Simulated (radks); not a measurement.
Task: The mean radii <r> (bohr) of the occupied orbitals of an atom or ion are listed with their occupations. All-electron calculation, scalar-relativistic Kohn-Sham, r2SCAN, spin-polarised, spherical densities, finite nucleus; meta-GGA in the generalised Kohn-Sham scheme; Fermi nuclear charge, rms radius of each element as measured or else 0.836 A^(1/3) + 0.57 fm. Program: a radial shooting solver on a logarithmic mesh with Libxc functionals.

orbital  occ.      <r>
1s up       1  0.04030
1s down     1  0.04030
2s up       1   0.1777
2s down     1   0.1777
2p up       3   0.1551
2p down     3   0.1551
3s up       1   0.5092
3s down     1   0.5093
3p up       3   0.5178
3p down     3   0.5178
3d up       5   0.5249
3d down     5   0.5243
4s up       1    1.427
4s down     1    1.430
4p up       3    1.629
4p down     2    1.638

Name the element and its charge. Open shells, if any, are filled with parallel spins first.

Result: Z = 37, rubidium, charge +2: Rb2+ in [Ar] 3d10 4s2 4p5. The 1s radius gives Z: for a bare nucleus <r> = (2 gamma + 1)/(2Z) with gamma = sqrt(1 - (Z/c)^2), 0.03954 bohr for Z = 37, and screening makes it slightly larger (0.04030 here). The occupations add up to 35, and the charge is Z minus that.
